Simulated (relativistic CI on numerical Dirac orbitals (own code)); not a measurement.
# Hyperfine structure of As XXX, mass number 75

Computed by Dirac-Coulomb-Breit CI, KLI orbitals optimised for each configuration, a model potential for QED, unscaled Slater integrals (own radial code, finite nucleus).

Configuration list (outside the closed core 1s2): 2s², 2s2p, 2p², 2p3s, 2p3p, 2s3s, 2s3p, 2s3d, 2s4s, 2s4p, 2s4d, 2s4f, 3s², 3s3p, 3p². Levels of other configurations are missing.

Nuclear spin I = 3/2, μ = 1.4383 μN, Q = 0.311 b (tables of Stone and Pyykkö). The electronic factors are computed for point nuclear moments, without core polarisation or the Bohr-Weisskopf and QED corrections.

```csv
Level,E (eV),A (GHz),B (GHz)
2s2p ³P°1,65.06,615.9,-15.5
2s2p ³P°2,99.96,323.6,38.4
2s2p ¹P°1,143.39,-86.48,34.7
2p² ³P1,191.22,-8.11,19.1
2p² ³P2,200.33,125,14.1
2p² ¹D2,241.57,71.3,23.9
2s3s ³S1,1855.57,708.6,-0.0139
2s3p ³P°1,1883.97,601,0.164
```

Levels with J = 0, under 50 % of one LS term, or S terms without an open s electron are left out. Small factors come from cancelling terms and can be off by tens of per cent or more.

At this charge energies of transitions that change n are usually good to better than 1 %, and those within a shell (Δn = 0) to a few per cent.

Q: Give the hyperfine levels of 2s2p ³P°1 relative to its centre of gravity.

A: With K = F(F + 1) − I(I + 1) − J(J + 1), E = AK/2 + B[¾K(K + 1) − I(I + 1)J(J + 1)]/[2I(2I − 1)J(2J − 1)]: F = 1/2: -1559, F = 3/2: -600.3, F = 5/2: 919.9 GHz.

LS names give the leading component of a level, which can be under half, so a name can repeat, a term be missing and a line seem to break the LS rules.
